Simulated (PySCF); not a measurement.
Functional dependence of a UV spectrum

Compound: CBr₂F₂.
Numbering: `[F:1][C:2]([F:3])([Br:4])[Br:5]`

Linear-response calculations in the def2-SVPD basis (PySCF; singlets by full response, triplets Tamm–Dancoff, core orbitals frozen in the response; HF means time-dependent Hartree–Fock). 'Strongest' is the level of largest summed f among the singlets computed (10 roots, of which the last may lack a degenerate partner); it can jump between rows when another state enters that window. S1 is the lowest singlet of each run and needn't be the same state throughout; f(S1) is that of one state. Geometry: PBE0-D3(BJ)/def2-SVP; no solvent, vibrations or thermal averaging. Relativistic effects, spin–orbit coupling among them, are left out although an element past zinc is present.

| functional | kind | S1 (eV) | f(S1) | strongest (eV) | T1 (eV) | HOMO (eV) | gap (eV) | ionisation energy, ΔSCF (eV) |
| --- | --- | --- | --- | --- | --- | --- | --- | --- |
| LDA | LDA | 4.79 | 0.020 | 7.30 | 4.31 | -7.48 | 4.48 | 10.71 |
| B3LYP | global hybrid, 20% exact exchange | 5.13 | 0.019 | 7.88 | 4.52 | -8.39 | 6.25 | 10.83 |
| PBE0 | global hybrid, 25% exact exchange | 5.30 | 0.019 | 7.98 | 4.63 | -8.66 | 6.78 | 10.88 |
| BHandHLYP | global hybrid, 50% exact exchange | 5.59 | 0.018 | 8.31 | 4.85 | -9.83 | 8.93 | 11.10 |
| CAM-B3LYP | range-separated hybrid | 5.38 | 0.015 | 8.35 | 4.70 | -9.99 | 9.20 | 11.11 |
| wB97X-D | range-separated hybrid | 5.44 | 0.016 | 8.57 | 4.78 | -10.54 | 10.42 | 11.05 |
| LC-wPBE | range-separated hybrid | 5.63 | 0.012 | 8.28 | 4.87 | -11.39 | 11.81 | 11.36 |
| HF | Hartree–Fock | 6.17 | 0.018 | 8.97 | 5.23 | -11.68 | 13.10 | not settled |

Question: What does PBE (GGA) give?

Answer: S1 (eV) 4.81, f(S1) 0.020, strongest (eV) 7.30, T1 (eV) 4.27, HOMO (eV) -7.32, gap (eV) 4.53, ionisation energy, ΔSCF (eV) 10.48. S1 runs from 4.79 eV (LDA) to 6.17 eV (HF), a spread of 1.38 eV, while the orbital gap spreads over 8.6 eV. Along PBE (0%), B3LYP (20%), PBE0 (25%), BHandHLYP (50%), HF (100%) S1 rises with the share of exact exchange. −ε(HOMO) comes closest to its own ΔSCF ionisation energy with LC-wPBE (+0.03 eV) and misses most with LDA (-3.23 eV). 'Not settled' means that the ion's SCF failed to converge or may have ended in another state than the lowest.
